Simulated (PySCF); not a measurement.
**Ionisation energy of Al(2+) by level of theory**

Al(2+) [Ne] 3s1 (2S) → Al(3+) [Ne] (1S), as a difference of total energies. Computed with PySCF 2.14 in aug-cc-pwCVDZ (6s5p3d, 36 functions), with the non-relativistic Hamiltonian (point nucleus). Correlated levels: valence and next inner shell: 1s2 frozen. The calculations carry no spin-orbit coupling.

```tsv
method	ionisation energy (eV)
UHF	28.010
MP2 (valence and next inner shell)	28.240
SCS-MP2 (valence and next inner shell)	28.192
CCSD (valence and next inner shell)	28.251
CCSD(T) (valence and next inner shell)	28.254
```

Task: How much does correlation contribute at CCSD(T) (valence and next inner shell)?

Result: 28.254 − (28.010) = 0.244 eV, measured against UHF.

Errors of the correlated levels include the incompleteness of this basis and the frozen core.

For comparison: 28.448 eV (measured; NIST Atomic Spectra Database, ionization energies).
